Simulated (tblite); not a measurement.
Compound: C7H9NO.
SMILES with atom numbers: `[CH2:1]=[C:2]1[CH:3]=[C:4]1[N:5]([CH3:6])[C:7]([CH3:8])=[O:9]` (hydrogens: H10, H11 on C1; H12 on C3; H13, H14, H15 on C6; H16, H17, H18 on C8)

Computed with GFN2-xTB (tblite), gas phase: nudged elastic band of 9 images (0 to 8), spring 0.2 eV/Å², climbing image at the end, force threshold 0.05 eV/Å. No saddle search or frequency run followed, so the top image need not be a first-order saddle, and its height can exceed the method's true barrier by a kcal/mol or more.

Path: rotation about C4–N5 (vinylic carbon bearing nitrogen, amide nitrogen), followed by the dihedral C2–C4–N5–C6. Start geometry (image 0):
```
atom  x, y, z in Å
C1      1.065    0.632    2.949
C2      0.645    0.861    1.727
C3      0.308    1.724    0.615
C4      0.154    0.408    0.442
N5     -0.183   -0.664   -0.297
C6     -0.050   -1.967    0.334
C7     -0.643   -0.583   -1.600
C8     -0.742    0.814   -2.151
O9     -0.934   -1.579   -2.221
H10     1.136   -0.367    3.344
H11     1.354    1.438    3.601
H12     0.237    2.708    0.221
H13    -0.360   -2.720   -0.388
H14    -0.682   -2.022    1.221
H15     0.988   -2.139    0.624
H16    -1.110    0.762   -3.172
H17     0.235    1.293   -2.139
H18    -1.425    1.407   -1.546
```

The converged band, energies from image 0, some withheld:

| image | dihedral (°) | C2–C4 (Å) | C4–N5 (Å) | N5–C6 (Å) | C2–C4–N5 (°) | C4–N5–C6 (°) | E (kcal/mol) |
| --- | --- | --- | --- | --- | --- | --- | --- |
| 0 | 0 | 1.448 | 1.345 | 1.454 | 145.2 | 116.9 | 0.00 |
| 1 | 20 | 1.449 | 1.349 | 1.454 | 145.6 | 116.8 | ? |
| 2 | 40 | 1.451 | 1.359 | 1.453 | 146.1 | 116.4 | ? |
| 3 | 62 | 1.453 | 1.373 | 1.451 | 146.7 | 115.9 | 8.17 |
| 4 | 85 | 1.453 | 1.381 | 1.450 | 147.1 | 116.2 | ? |
| 5 | 110 | 1.453 | 1.372 | 1.451 | 147.2 | 117.4 | 7.53 |
| 6 | 135 | 1.451 | 1.358 | 1.452 | 148.0 | 118.1 | 3.92 |
| 7 | 158 | 1.450 | 1.350 | 1.453 | 149.8 | 118.2 | 1.37 |
| 8 | 180 | 1.449 | 1.348 | 1.454 | 152.4 | 116.4 | 0.08 |

**Question.** Estimate the withheld energies, and name the highest image.

**Answer.** image 1: 1.35 kcal/mol; image 2: 4.65 kcal/mol; image 4: 9.61 kcal/mol. The highest is image 4.

**Question.** Between which neighbours does the energy rise most, and fall most?

**Answer.** It rises most from image 2 to 3 (+3.52 kcal/mol) and falls most from image 5 to 6 (-3.61 kcal/mol).

**Question.** Give the height of the top above the start in other units, and in kT at 298.15 K.

**Answer.** 0.4166 eV = 9.61 kcal/mol = 40.2 kJ/mol = 3360 cm⁻¹, or 16.2 kT.

**Question.** What forces remain on the atoms at the highest image?

**Answer.** 
```
atom  x, y, z in Å  |  force x, y, z in eV/Å
C1      1.803    1.164    2.064    0.012   0.000   0.007
C2      0.616    0.959    1.554   -0.012  -0.006   0.002
C3     -0.810    1.256    1.424   -0.001  -0.005   0.013
C4     -0.326    0.266    0.691    0.005  -0.004   0.002
N5     -0.534   -0.759   -0.212    0.012   0.000  -0.003
C6     -0.827   -2.061    0.355   -0.007   0.001  -0.006
C7     -0.309   -0.618   -1.552    0.007   0.007   0.003
C8      0.059    0.785   -1.971   -0.003   0.000  -0.005
O9     -0.417   -1.551   -2.317   -0.012  -0.008  -0.010
H10     2.647    0.560    1.775    0.007   0.008  -0.002
H11     1.983    1.937    2.791   -0.009   0.005  -0.004
H12    -1.636    1.857    1.722    0.002   0.000   0.006
H13    -0.897   -2.761   -0.476    0.007  -0.007  -0.002
H14    -1.775   -2.037    0.895    0.000   0.007   0.010
H15    -0.031   -2.374    1.035   -0.010   0.004  -0.005
H16     0.165    0.817   -3.051    0.010  -0.004  -0.004
H17     0.998    1.080   -1.505   -0.007  -0.006   0.005
H18    -0.715    1.485   -1.661   -0.001   0.007  -0.008
```

The largest is 0.018 eV/Å, against the threshold of 0.05 eV/Å on the band's forces.

What follows is the cost of the whole band run. Time: 7.3 s; peak memory 0.19 GiB. Hardware: Intel Xeon Platinum 8488C, one thread, on a shared host.
